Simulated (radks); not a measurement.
The numbers below are computed, except where a source is named.
Task: All-electron atom: O I in [He] 2s2 2p4 (the NIST ground configuration). Level of theory: scalar-relativistic Kohn-Sham, r2SCAN, spin-polarised, spherical densities, finite nucleus; open shells are filled with parallel spins first; meta-GGA in the generalised Kohn-Sham scheme; Fermi nuclear charge, rms radius 2.6991 fm (a radial shooting solver on a logarithmic mesh with Libxc functionals). Some entries of the table are withheld. Estimate them.

orbital  occ.  eigenvalue (eV)  <r^2> (bohr^2)
1s up       1        -520.5392         0.05385
1s down     1        -518.8952         0.05337
2s up       1         -26.9822           1.529
2s down     1         -22.7442           1.660
2p up       3              (1)             (2)
2p down     1              (3)             (4)

Result: 
(1) 2p up eigenvalue (eV): -10.9547
(2) 2p up <r^2> (bohr^2): 1.926
(3) 2p down eigenvalue (eV): -6.7847
(4) 2p down <r^2> (bohr^2): 2.473
